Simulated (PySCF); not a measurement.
A PySCF script (with the pyscf-properties extension) for the NMR shieldings of SMILES C[SiH2][SiH2]C[C@H](C)CS, C5H16SSi2, on a GFN2-xTB geometry:

```python
import basis_set_exchange as bse
import numpy as np
from pyscf import gto, dft
from pyscf.prop import nmr

atoms = """
C     3.929269    0.989469   -0.288438
Si    2.079738    0.724393   -0.620671
Si    1.244918   -0.951249    0.746850
C    -0.533006   -1.408101    0.218292
C    -1.433920   -0.207011   -0.063781
C    -1.597972    0.674101    1.168516
C    -2.794880   -0.702440   -0.549177
S    -3.896264    0.639405   -1.118794
H     4.340566    1.770750   -0.920550
H     4.496697    0.082501   -0.476062
H     4.104585    1.276911    0.744372
H     1.921153    0.422117   -2.053915
H     1.411131    2.022686   -0.426640
H     1.219155   -0.602217    2.176599
H     2.009207   -2.208282    0.678853
H    -1.001481   -2.028404    0.984883
H    -0.479674   -2.023895   -0.682869
H    -0.979990    0.389851   -0.866400
H    -1.924415    0.077129    2.017582
H    -0.657367    1.155080    1.423125
H    -2.341151    1.447284    0.984874
H    -3.342438   -1.185071    0.260774
H    -2.689257   -1.408810   -1.373768
H    -3.096340    1.073568   -2.091544
"""
names = dict.fromkeys(["C", "Si", "S", "H"], "pcSseg-1")
basis = {el: gto.basis.parse(bse.get_basis(n, elements=[el], fmt="nwchem")) for el, n in names.items()}
mol = gto.M(atom=atoms, basis=basis, charge=0, verbose=0)
mf = dft.RKS(mol, xc="PBE0")
mf.grids.level = 2
mf.grids.alignment = dft.numint.BLKSIZE   # the property module wants whole blocks of grid points
mf.conv_tol = 1e-9
mf.kernel()

calc = nmr.RKS(mf)   # GIAO
C = mf.mo_coeff
Co = C[:, mf.mo_occ > 0]
resp = mf.gen_response(singlet=True, hermi=2)
def vind(x):   # induced exchange potential for any number of trial vectors
    d = np.einsum("pi,xij,qj->xpq", C, 2 * x.reshape(-1, C.shape[1], Co.shape[1]), Co, optimize=True)
    return np.einsum("xpq,pi,qj->xij", resp(d - d.transpose(0, 2, 1)), C, Co, optimize=True).ravel()
mo1, _ = nmr.rhf.solve_mo1(calc, with_cphf=vind)
sigma = calc.kernel(mo1)
for i, s in enumerate(sigma):   # ppm
    w = np.linalg.eigvalsh((s + s.T) / 2)
    print("%2d %-2s iso %8.1f  s11 %8.1f  s22 %8.1f  s33 %8.1f" % (i, mol.atom_pure_symbol(i), w.mean(), *w))
```

Q: What are the results?

A: 
```
 0 C  iso    196.9  s11    190.9  s22    198.9  s33    200.9
 1 Si iso    430.7  s11    406.3  s22    414.6  s33    471.3
 2 Si iso    424.4  s11    390.9  s22    410.7  s33    471.5
 3 C  iso    166.7  s11    154.4  s22    155.8  s33    190.1
 4 C  iso    144.7  s11    122.8  s22    148.0  s33    163.2
 5 C  iso    166.5  s11    151.4  s22    164.1  s33    184.1
 6 C  iso    144.3  s11    118.1  s22    143.4  s33    171.5
 7 S  iso    591.1  s11    435.7  s22    510.4  s33    827.2
 8 H  iso     31.3  s11     25.9  s22     28.1  s33     39.8
 9 H  iso     31.7  s11     26.6  s22     29.4  s33     39.0
10 H  iso     31.7  s11     26.6  s22     29.6  s33     38.8
11 H  iso     27.8  s11     23.6  s22     27.5  s33     32.3
12 H  iso     27.7  s11     23.2  s22     28.1  s33     31.7
13 H  iso     27.7  s11     23.9  s22     26.8  s33     32.4
14 H  iso     27.8  s11     23.8  s22     26.1  s33     33.6
15 H  iso     31.1  s11     26.4  s22     30.6  s33     36.4
16 H  iso     30.9  s11     25.7  s22     30.5  s33     36.6
17 H  iso     31.0  s11     25.6  s22     32.1  s33     35.2
18 H  iso     31.6  s11     28.1  s22     29.0  s33     37.6
19 H  iso     30.7  s11     25.5  s22     30.6  s33     35.9
20 H  iso     29.2  s11     23.4  s22     29.7  s33     34.6
21 H  iso     30.1  s11     25.0  s22     30.2  s33     35.2
22 H  iso     28.8  s11     21.6  s22     30.8  s33     34.1
23 H  iso     30.5  s11     23.0  s22     29.1  s33     39.3
```

These numbers come from an equivalent density-fitted implementation of the same equations, which agrees with the script to about 0.01 ppm for H and up to a few tenths of a ppm for heavy atoms, so last digits may differ.

Q: Turn these shieldings into chemical shifts. Chemical shifts δ = σref − σ; ¹³C (σ = 186.93 ppm), ²⁹Si (σ = 349.16 ppm), ¹H (σ = 31.72 ppm) vs TMS; CS2 for ³³S (σ = 503.73 ppm), all at this level.

A: Averaging equivalent atoms: C 6: 42.6; C 4: 42.3; C 5: 20.4; C 3: 20.2; C 0: -10.0; Si 2: -75.2; Si 1: -81.5; S 7: -87; H 12: 4.05; H 13: 4.02; H 11: 3.92; H 14: 3.88; H 22: 2.90; H 21: 1.59; H 23: 1.23; H 18/19/20: 1.22; H 16: 0.80; H 17: 0.76; H 15: 0.57; H 8/9/10: 0.18 ppm. 

Size and cost of the density-fitted run: 237 basis functions, 99 s wall time on 1 thread of an Arm Neoverse N1, shared host; peak memory 1.1 GiB.
